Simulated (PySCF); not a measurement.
cyclopenta-2,4-dien-1-one (C5H4O), SMILES O=C1C=CC=C1. Geometry: PBE0-D3(BJ)/def2-SVP.

These are PBE0-D3(BJ)/def2-SVP (PySCF) values and carry that method's errors.

Harmonic wavenumbers (cm⁻¹): 213, 459, 469, 654, 665, 737, 746, 856, 866, 980, 986, 989, 1075, 1079, 1159, 1307, 1355, 1630, 1694, 1876, 3237, 3247, 3279, 3281. Rotational constants (GHz): 8.170, 3.956, 2.665; symmetry number 2.

Question: Work out the zero-point energy and the ideal-gas rigid-rotor harmonic-oscillator thermochemistry at 298.15 K and 1 atm.

Answer: ZPE = ½ Σ hcν = ½ × 32839 cm⁻¹ = 46.95 kcal/mol. H − E(el) = 50.47 kcal/mol. Entropy in cal/(mol K): translation 39.06, rotation 24.35, vibration 5.64, total 69.04. G − E(el) = 29.89 kcal/mol. Cp = 19.25 cal/(mol K).
